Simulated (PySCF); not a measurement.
PySCF input file for Al(Me)(OH)(SH) (CH₅AlOS), SMILES [CH3][Al]([OH])[SH], C-PCM-ωB97X/def2-SVP. Coordinates come from a PBE0-D3(BJ)/def2-SVP optimisation. One conformer was computed; it need not be the lowest.

```python
import numpy as np
from pyscf import gto, scf, dft
from pyscf.solvent import pcm

mol = gto.M(
    atom='''
    Al    0.09747963   -0.41417444   -0.00000000
    C    -1.31581951   -1.74931934   -0.00000000
    H    -2.31286618   -1.28186200   -0.00000000
    H    -1.25142574   -2.40204147   -0.88640346
    H    -1.25142574   -2.40204146    0.88640347
    O     1.76939217   -0.75170303    0.00000000
    H     2.18338505   -1.61535338    0.00000001
    S    -0.36481561    1.72048202    0.00000000
    H     0.94192701    2.06739407   -0.00000000
    ''',
    basis='def2-SVP',
    charge=0,
    spin=0,
    max_memory=1600,
    verbose=3,
)
mf = dft.RKS(mol, xc='wb97x').density_fit(auxbasis='def2-universal-jkfit')
mf.grids.level = 3
mf.conv_tol = 1e-9
mf.max_cycle = 100
mf.kernel()
res = {}
for name, eps in {'water': 78.355, 'acetone': 20.493, 'benzene': 2.2706}.items():
    s = mf.PCM()
    s.with_solvent.method, s.with_solvent.eps, s.with_solvent.lebedev_order = 'C-PCM', eps, 29
    s.kernel(mf.make_rdm1())
    res[name] = (s.e_tot, eps, s.dip_moment(), s.mo_energy, s.converged)
    print(f'{name}: electrostatic solvation free energy {(s.e_tot - mf.e_tot) * 627.509474:.3f} kcal/mol')
```

Output:

```
converged SCF energy = -756.74332182827

WARN: PCM is an experimental feature. It is still in testing.
Features and APIs may be changed in the future.

converged SCF energy = -756.755088474709
Dipole moment(X, Y, Z, Debye):  0.87841, -3.21406,  0.00000
water: electrostatic solvation free energy -7.384 kcal/mol

WARN: PCM is an experimental feature. It is still in testing.
Features and APIs may be changed in the future.

converged SCF energy = -756.754610586063
Dipole moment(X, Y, Z, Debye):  0.86634, -3.18556,  0.00000
acetone: electrostatic solvation free energy -7.084 kcal/mol

WARN: PCM is an experimental feature. It is still in testing.
Features and APIs may be changed in the future.

converged SCF energy = -756.749674480872
Dipole moment(X, Y, Z, Debye):  0.75083, -2.90310,  0.00000
benzene: electrostatic solvation free energy -3.986 kcal/mol
```

The calculation finished and met its thresholds.
